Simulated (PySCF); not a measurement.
trifluoroacetate: 4 charge schemes on one density

Trifluoroacetate, C2F3O2 (charge -1).
SMILES with atom numbers: `[O:1]=[C:2]([O-:3])[C:4]([F:5])([F:6])[F:7]`

Structure used (PBE0-D3(BJ)/def2-SVP), in Å, numbered top down from 1:
```xyz
7
C2F3O2 angstrom
O     -0.2618    1.3887    1.2396
C     -0.0810    0.1992    0.9545
O      0.0337   -0.8262    1.6392
C      0.0420   -0.1020   -0.5812
F     -0.8566   -1.0212   -0.9957
F      1.2565   -0.6031   -0.9022
F     -0.1344    0.9687   -1.3771
```

Density: PBE0/pcSseg-1 (PySCF); schemes: Mulliken, IAO, Hirshfeld and ESP-fitted. Isolated species at its PBE0-D3(BJ)/def2-SVP geometry, gas phase. The pcSseg-1 basis has no diffuse functions, a weakness for an anion.

Task: Tabulate the Mulliken, IAO, Hirshfeld and ESP-fitted charges.

Result: In e:

```csv
atom,environment,Mulliken,IAO,Hirshfeld,ESP-fitted
O1,carboxylate oxygen,-0.556,-0.623,-0.429,-0.711
C2,carboxylate carbon,+0.340,+0.468,+0.072,+0.675
O3,carboxylate oxygen,-0.567,-0.629,-0.431,-0.717
C4,CF3 carbon,+0.700,+0.708,+0.211,+0.467
F5,fluorine of a CF3 group,-0.308,-0.309,-0.141,-0.237
F6,fluorine of a CF3 group,-0.311,-0.310,-0.142,-0.238
F7,fluorine of a CF3 group,-0.298,-0.304,-0.139,-0.239
```

Mean size of the charges over all atoms: IAO 0.479 e, ESP-fitted 0.469 e, Mulliken 0.440 e, Hirshfeld 0.224 e. Each set sums to the total charge, -1, to within 0.001 e. The Hirshfeld scheme weights the molecular density at each point by an atom's share of the summed free-atom densities.

Lowest charge. All schemes agree: Mulliken O3 (-0.567); IAO O3 (-0.629); Hirshfeld O3 (-0.431); ESP-fitted O3 (-0.717).

Highest charge. The schemes don't all agree: Mulliken C4 (+0.700); IAO C4 (+0.708); Hirshfeld C4 (+0.211); ESP-fitted C2 (+0.675).

Task: How many electrons does the Hirshfeld scheme count on O3?

Result: Z − q = 8 − (-0.431) = 8.431.

Task: Sum the charges by element.

Result: 
| element | atoms | Mulliken | IAO | Hirshfeld | ESP-fitted |
| --- | --- | --- | --- | --- | --- |
| O | 2 | -1.122 | -1.252 | -0.860 | -1.428 |
| C | 2 | +1.039 | +1.175 | +0.283 | +1.142 |
| F | 3 | -0.917 | -0.923 | -0.423 | -0.714 |
